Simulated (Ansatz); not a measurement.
`FBO[SiH2][SiH3]` + BH₃ → `B[SiH2]OBF` + SiH₄  (formal exchange of groups at the Si–Si bond)

Gas-phase electronic energies from Ansatz, PBE0-D4/def2-TZVP geometries. CBS: MP2 limit from def2 TZ/QZ plus the TZ coupled-cluster correction, frozen cores. This one scheme is used for every species. Functionals use def2-TZVPP. B3LYP here is the variant with VWN-RPA as its local correlation; programs differ in this. One conformer a species, not always the lowest.

```json
{"level": "PBE-D4", "ΔE (kJ/mol)": "15.4", "difference from CCSD(T)/CBS": "1.0"}
{"level": "r2SCAN-D4", "ΔE (kJ/mol)": "14.3", "difference from CCSD(T)/CBS": "-0.1"}
{"level": "PBE0-D4", "ΔE (kJ/mol)": "16.0", "difference from CCSD(T)/CBS": "1.6"}
{"level": "B3LYP-D4", "ΔE (kJ/mol)": "15.1", "difference from CCSD(T)/CBS": "0.7"}
{"level": "ωB97X-V", "ΔE (kJ/mol)": "14.1", "difference from CCSD(T)/CBS": "-0.3"}
{"level": "B2PLYP", "ΔE (kJ/mol)": "11.3", "difference from CCSD(T)/CBS": "-3.1"}
{"level": "r2SCAN", "ΔE (kJ/mol)": "13.3", "difference from CCSD(T)/CBS": "-1.1"}
{"level": "PBE0", "ΔE (kJ/mol)": "12.5", "difference from CCSD(T)/CBS": "-1.9"}
{"level": "B3LYP", "ΔE (kJ/mol)": "8.8", "difference from CCSD(T)/CBS": "-5.6"}
{"level": "HF/def2-TZVPP", "ΔE (kJ/mol)": "8.4", "difference from CCSD(T)/CBS": "-6.0"}
{"level": "MP2/def2-TZVPP", "ΔE (kJ/mol)": "14.4", "difference from CCSD(T)/CBS": "0.0"}
{"level": "CCSD/def2-TZVPP", "ΔE (kJ/mol)": "11.4", "difference from CCSD(T)/CBS": "-3.0"}
{"level": "CCSD(T)/def2-TZVPP", "ΔE (kJ/mol)": "12.7", "difference from CCSD(T)/CBS": "-1.7"}
{"level": "SCS-MP2/def2-QZVPP", "ΔE (kJ/mol)": "13.2", "difference from CCSD(T)/CBS": "-1.2"}
{"level": "MP2/CBS(def2)", "ΔE (kJ/mol)": "16.0", "difference from CCSD(T)/CBS": "1.6"}
{"level": "CCSD/CBS(def2)", "ΔE (kJ/mol)": "13.0", "difference from CCSD(T)/CBS": "-1.4"}
{"level": "CCSD(T)/CBS", "ΔE (kJ/mol)": "14.4", "difference from CCSD(T)/CBS": "0"}
```

Largest T1 diagnostic among the species: 0.013.

The D4 term adds +6.2 kJ/mol with B3LYP and +3.5 kJ/mol with PBE0; it sums over pairs of atoms, weighted by their polarisabilities, and B3LYP, whose exchange is more repulsive, gets the larger term. In def2-TZVPP, CCSD(T) changes the Hartree–Fock value by +4.3 kJ/mol (the triples alone add +1.4 kJ/mol) and MP2 by +6.0 kJ/mol.
